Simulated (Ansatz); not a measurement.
Species: H$_{2}$Br$_{2}$Si, SMILES `Br[SiH2]Br` (charge 0, multiplicity 1).

Problem. Give a relaxed geometry from r2SCAN-D4/def2-TZVP run with Ansatz (an electronic-structure program).

Solution. the end point of this relaxation (outside a Z-matrix the atoms follow the SMILES, hydrogens last).
Z-matrix (Å, degrees):
```
Si
H 1 1.4752
H 1 1.4752 2 112.48
Br 1 2.2108 2 108.32 3 -119.70
Br 1 2.2108 2 108.32 3 119.70
```
